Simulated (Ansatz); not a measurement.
Oligo(dimethylsiloxane): binding per atom (eV) at several levels, gas phase, relaxed structures; Ansatz. Binding counts from free atoms in the multiplicity of their measured ground term, without zero-point energy. The structures are stationary points that may keep the symmetry of their start.

```json
{"species": "C[Si](C)(C)O[Si](C)(C)O[Si](C)(C)O[Si](C)(C)O[Si](C)(C)O[Si](C)(C)C", "state": "singlet", "geometry": "PBE-D4/def2-SVP", "PBE-D4/def2-SVP": "4.25", "B3LYP-D4/6-31G": "4.00", "PBE0-D4/def2-SVP": "4.21"}
{"species": "C[Si](C)(C)O[Si](C)(C)O[Si](C)(C)O[Si](C)(C)O[Si](C)(C)O[Si](C)(C)O[Si](C)(C)C", "state": "singlet", "geometry": "PBE-D4/def2-SVP", "PBE-D4/def2-SVP": "4.27", "B3LYP-D4/6-31G": "4.01", "PBE0-D4/def2-SVP": "4.22"}
{"species": "C22H66O9Si10", "state": "singlet", "geometry": "r2SCAN-D4/def2-SVP", "PBE-D4/def2-SVP": "4.29", "B3LYP-D4/6-31G": "4.02", "PBE0-D4/def2-SVP": "4.24"}
```

Question: Estimate the column for HF/6-31G.

Answer: C[Si](C)(C)O[Si](C)(C)O[Si](C)(C)O[Si](C)(C)O[Si](C)(C)O[Si](C)(C)C 2.92; C[Si](C)(C)O[Si](C)(C)O[Si](C)(C)O[Si](C)(C)O[Si](C)(C)O[Si](C)(C)O[Si](C)(C)C 2.92; C22H66O9Si10 2.93.
